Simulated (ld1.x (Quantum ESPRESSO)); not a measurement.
# What one change does to a pseudopotential (O (Z = 8), RRKJ)

ld1.x (Quantum ESPRESSO) 7.5 input, shortened:

```
&input
   title='O', zed=8., rel=1, dft='PW91', iswitch=3,
   config='[He] 2s2 2p3.5 3d-2'
 /
 &inputp
   pseudotype=2, tm=.false., lloc=-1, rcloc=0.95,
   nlcc=.true., rcore=0.40
 /
3
2S  1  0   2.00   0.00  0.65  0.65  0.0
2P  2  1   3.50   0.00  1.65  1.65  0.0
3D  3  2  -2.00  -0.05  1.75  1.75  0.0
 &test
   configts(1)='2s2 2p3.5'
 /
```

All-electron outer shells of the reference configuration (PW91, scalar-relativistic, ld1.x):

```
shell  level (eV)  outermost node (bohr)  outermost maximum (bohr)
   2s      -31.45                   0.28                      0.87
   2p      -16.37                      –                      0.80
```

Change: wave 2p (bound): rc 1.65 bohr becomes 2p (bound): rc 1.02 bohr.

Cutoffs: the cutoffs (Ry, on a coarse ladder) from which the occupation-weighted sum of valence levels, in a spherical-Bessel basis at the reference potential, stays within 10 and 1 mRy of its value at 400 Ry; they do not see the model core or the augmentation charge, which bear on the density cutoff. Errors are all-electron minus pseudo energies relative to the spin-unpolarised reference configuration.

**Question.** What does the change do?

**Answer.** The potential gets harder (80 Ry and 200 Ry → 110 Ry and 200 Ry); of the 7 tests that both files solve, the error grows in 0 and shrinks in 7 by more than 15 % and 0.3 meV (median size 51.9 → 4.2 meV); the range in which the p phases agree widens (upper end 1.8 → at the end of the scan); neither file shows a bound ghost. A smaller radius makes the pseudo-wave follow the all-electron one further in, where it bends more sharply, so more plane waves are needed. Less of the atom is replaced, so other configurations are described better.

| quantity | base | changed |
| --- | --- | --- |
| cutoff, loose | 80 Ry | 110 Ry |
| cutoff, tight | 200 Ry | 200 Ry |
| loose cutoff by channel (10 mRy a level) | s 70 Ry, p 40 Ry | s 70 Ry, p 80 Ry |
| bound ghosts | none | none |
| error for 2s2 2p4, meV [ΔE -6.33 eV] | +5.2 | +0.7 |
| error for 2s2 2p3, meV [ΔE 10.19 eV] | +13 | +0.8 |
| error for 2s2 2p2, meV [ΔE 43.90 eV] | +257 | +29 |
| error for 2s2 2p4.3, meV [ΔE -8.47 eV] | +8.6 | +1.1 |
| error for 2s1 2p4, meV [ΔE 25.38 eV] | -55 | +4.2 |
| error for 2s1 2p5, meV [ΔE 8.59 eV] | +52 | +14 |
| error for 2s2 2p0, meV [ΔE 174.94 eV] | +3767 | +638 |
| s: phases at 1.90 bohr within 0.05 rad from the reference energy up to (Ry; the scan ends near 5) | to the end of the scan | to the end of the scan |
| p: phases at 1.90 bohr within 0.05 rad from the reference energy up to (Ry; the scan ends near 5) | 1.8 | to the end of the scan |
| d: phases at 1.90 bohr within 0.05 rad from the reference energy up to (Ry; the scan ends near 5) | to the end of the scan | to the end of the scan |
